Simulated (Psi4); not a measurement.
sulfur hexafluoride (F$_{6}$S), singlet, geometry from GFN2-xTB; HF/STO-3G (Psi4).

Input for Psi4:
```
memory 2 GB

molecule mol {
0 1
F     0.605832   -0.461654   -1.396116
S     0.000000    0.000000    0.000000
F     1.298200   -0.541243    0.742315
F    -0.690610   -1.422403    0.170662
F    -1.298200    0.541243   -0.742315
F     0.690610    1.422403   -0.170662
F    -0.605832    0.461654    1.396116
}

set {
  basis sto-3g
  reference rhf
  guess modhuckel
}

energy('scf')
print_variables()
```

What does Psi4 print? Leave out banner, timings and long lists.


```
   => Loading Basis Set <=

    Name: STO-3G
    Role: ORBITAL
    Keyword: BASIS

         ---------------------------------------------------------
                                   SCF
               by Justin Turney, Rob Parrish, Andy Simmonett
                          and Daniel G. A. Smith
                              RHF Reference
         ---------------------------------------------------------

  ==> Geometry <==

    Molecular point group: ci
    Full point group: Ci

    Geometry (in Angstrom), charge = 0, multiplicity = 1:

       Center              X                  Y                   Z               Mass
    ------------   -----------------  -----------------  -----------------  -----------------
         F            0.605832000000    -0.461654000000    -1.396116000000    18.998403162730
         S            0.000000000000     0.000000000000     0.000000000000    31.972071174400
         F            1.298200000000    -0.541243000000     0.742315000000    18.998403162730
         F           -0.690610000000    -1.422403000000     0.170662000000    18.998403162730
         F           -1.298200000000     0.541243000000    -0.742315000000    18.998403162730
         F            0.690610000000     1.422403000000    -0.170662000000    18.998403162730
         F           -0.605832000000     0.461654000000     1.396116000000    18.998403162730

  Running in ci symmetry.

  Rotational constants: A =      0.08770  B =      0.08770  C =      0.08770 [cm^-1]
  Rotational constants: A =   2629.30074  B =   2629.29987  C =   2629.29932 [MHz]
  Nuclear repulsion =  556.605110957300781

  Charge       = 0
  Multiplicity = 1
  Electrons    = 70
  Nalpha       = 35
  Nbeta        = 35

  ==> Algorithm <==

  SCF Algorithm Type is DF.
  DIIS enabled.
  MOM disabled.
  Fractional occupation disabled.
  Guess Type is MODHUCKEL.
  Energy threshold   = 1.00e-06
  Density threshold  = 1.00e-06
  Integral threshold = 1.00e-12

  ==> Primary Basis <==

  Basis Set: STO-3G
    Blend: STO-3G
    Number of shells: 23
    Number of basis functions: 39
    Number of Cartesian functions: 39
    Spherical Harmonics?: true
    Max angular momentum: 1

   => Loading Basis Set <=

    Name: (STO-3G AUX)
    Role: JKFIT
    Keyword: DF_BASIS_SCF

  ==> Integral Setup <==

  SCF_SUBTYPE=INCORE selected. In-core MEM_DF algorithm will be used.
  Using in-core AOs.

  ==> MemDFJK: Density-Fitted J/K Matrices <==

    J tasked:                   Yes
[...]
   -------------------------------------------------------

  ==> Iterations <==

                           Total Energy        Delta E     RMS |[F,P]|

   @DF-RHF iter   1:  -979.51621783655514   -9.79516e+02   7.05350e-02 DIIS/ADIIS
   @DF-RHF iter   2:  -980.89448488413393   -1.37827e+00   7.31340e-03 DIIS/ADIIS
   @DF-RHF iter   3:  -980.91834735346322   -2.38625e-02   1.30510e-03 DIIS/ADIIS
   @DF-RHF iter   4:  -980.91984502778280   -1.49767e-03   3.60297e-04 DIIS/ADIIS
   @DF-RHF iter   5:  -980.91998234717369   -1.37319e-04   3.68389e-05 DIIS
   @DF-RHF iter   6:  -980.91998376612798   -1.41895e-06   1.47572e-06 DIIS
   @DF-RHF iter   7:  -980.91998376740764   -1.27966e-09   1.07695e-07 DIIS
  Energy and wave function converged.

  ==> Post-Iterations <==

    Orbital Energies [Eh]
    ---------------------

    Doubly Occupied:

[...]
    Virtual:

[...]
      21Au     0.453105

    Final Occupation by Irrep:
             Ag    Au
    DOCC [    17,   18 ]
    NA   [    17,   18 ]
    NB   [    17,   18 ]

  @DF-RHF Final Energy:  -980.91998376740764

   => Energetics <=

    Nuclear Repulsion Energy =            556.6051109573007807
    One-Electron Energy =               -2481.7658747139616935
    Two-Electron Energy =                 944.2407799892531557
    Total Energy =                       -980.9199837674076434

Computation Completed

Properties will be evaluated at   0.000000,   0.000000,   0.000000 [a0]

Properties computed using the SCF density matrix

 Multipole Moments:

 ------------------------------------------------------------------------------------
     Multipole            Electronic (a.u.)      Nuclear  (a.u.)        Total (a.u.)
 ------------------------------------------------------------------------------------

 L = 1.  Multiply by 2.5417464519 to convert [e a0] to [Debye]
 Dipole X            :          0.0000000            0.0000000            0.0000000
 Dipole Y            :          0.0000000            0.0000000            0.0000000
 Dipole Z            :          0.0000000            0.0000000            0.0000000
 Magnitude           :                                                    0.0000000

 ------------------------------------------------------------------------------------

  Variable Map:
  ----------------------------------------------------------------------------
[...]
  Array Variable Map:
  ----------------------------------------------------------------------------
[...]
[...]
```
